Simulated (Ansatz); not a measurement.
HIZn (SMILES [ZnH][I]) moved off its minimum; all values from Ansatz (an electronic-structure program), cores frozen in correlated methods. Elements past Kr take the def2 small-core potentials, without spin–orbit coupling.
(charge 0, multiplicity 1)
```xyz
3

Zn     0.0553    -0.0243    -1.6508
H     -0.1676    -0.1265    -2.9900
I     -0.0226    -0.0278     1.0111
```

Forces at MP2/def2-TZVPPD (eV/Å):

```json
[
 {"atom": "Zn1", "Fx": "0.133", "Fy": "0.101", "Fz": "4.635"},
 {"atom": "H2", "Fx": "-0.284", "Fy": "-0.143", "Fz": "-2.907"},
 {"atom": "I3", "Fx": "0.151", "Fy": "0.042", "Fz": "-1.729"}
]
```

Give the forces (eV/Å), the total energy and the dipole at CCSD(T)/def2-TZVPPD.


| atom | Fx | Fy | Fz |
|---|---|---|---|
| Zn1 | 0.198 | 0.127 | 4.739 |
| H2 | -0.340 | -0.168 | -3.200 |
| I3 | 0.142 | 0.040 | -1.539 |
Energy -2075.7192 hartree, dipole 2.44 D.
